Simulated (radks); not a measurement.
Eu+, configuration [Xe] 4f7 6s1 (the NIST ground configuration). Method: scalar-relativistic Kohn-Sham, LDA (Slater exchange, Perdew-Wang correlation), spin-unpolarised, spherical densities, finite nucleus; Fermi nuclear charge, rms radius 5.1115 fm; computed with a radial shooting solver on a logarithmic mesh with Libxc functionals.

Normalised radial functions P(r) = r R(r), r in bohr:

```
   r/bohr * 4s, o 5p, + 6s (the largest magnitude, 1.55, reaches the edge; | marks zero, & curves that meet)
 0.001467                             & *
 0.002004                             &  *
 0.002716                             o+  *
 0.003681                             o+   *
 0.004989                             o+    *
 0.006815                             o+    *
 0.009237                             |&     *
  0.01252                             |&    *
  0.01697                             |+o  *
  0.02299                             + &
  0.03141                           * +  o
  0.04257                      *     +|   o
   0.0577                  *         +|  o
  0.07819                    *       +| o
   0.1068                            &+
   0.1448                         o   | +        *
   0.1962                        o    | +             *
   0.2659                            o+     *
   0.3604               *           + |    o
   0.4923  *                       +  |       o
   0.6673      *                      + o
   0.9043                  *  o       |   +
    1.226              o           *  |    +
    1.674              o              &
    2.269                    o +      *
    3.075                   +     o   *
    4.168                    +       o*
    5.649                        +    &
    7.717                           + &
    10.46                             &
```

4s: eigenvalue -352.27 eV, 3 radial nodes at r = 0.0273, 0.109, 0.294 bohr, <r> = 0.566 bohr, 90 % of the charge inside 0.814 bohr. 5p: eigenvalue -30.182 eV, 3 radial nodes at r = 0.0965, 0.284, 0.719 bohr, <r> = 1.63 bohr, 90 % of the charge inside 2.40 bohr. 6s: eigenvalue -8.786 eV, 5 radial nodes at r = 0.0272, 0.108, 0.281, 0.654, 1.66 bohr, <r> = 3.81 bohr, 90 % of the charge inside 5.52 bohr.
